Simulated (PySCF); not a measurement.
## From computed data to an observable: chemical shift, span and skew from a shielding tensor

Ga(Me)2(Cl) (C₂H₆ClGa), SMILES [CH3][Ga]([CH3])[Cl]. Atoms are numbered in the order given.

```xyz
10

Ga     0.0000     0.0000    -0.3357
C      0.0002     1.8009    -1.1301
H      0.8812     2.3580    -0.7739
H      0.0120     1.7720    -2.2296
H     -0.8948     2.3482    -0.7936
C     -0.0002    -1.8009    -1.1301
H      0.8948    -2.3482    -0.7936
H     -0.8812    -2.3580    -0.7739
H     -0.0120    -1.7720    -2.2296
Cl     0.0000     0.0000     1.8565
```

Coordinates come from a B3LYP-D3(BJ)/def2-SVP optimisation. The isomer is the one that the SMILES or the coordinates give; other isomers of the formula were not compared.

GIAO shieldings from B3LYP/pcSseg-1 run with PySCF, non-relativistic, no solvent. The symmetric part of the tensor of C2 has the principal values 163.2, 174.1, 191.2 ppm. The same nucleus in TMS has σ = 181.3 ppm at this level (PySCF, at its B3LYP-D3(BJ)/def2-TZVP geometry). Without spin–orbit terms, shifts of atoms bonded to Cl or Br come out too high.

### Question
Work out the isotropic shielding, the ¹³C shift against TMS, the span and the skew.

### Answer

σ(iso) = (σ11 + σ22 + σ33)/3 = 176.2 ppm. δ = σ(ref) − σ(iso) = 181.3 − (176.2) = 5.1 ppm.
Span Ω = σ33 − σ11 = 28.0 ppm. Skew κ = 3(σ(iso) − σ22)/Ω = 0.22. Tumbling in solution averages the tensor to δ; in a static solid the shielding alone would spread this spin-1/2 line over Ω.
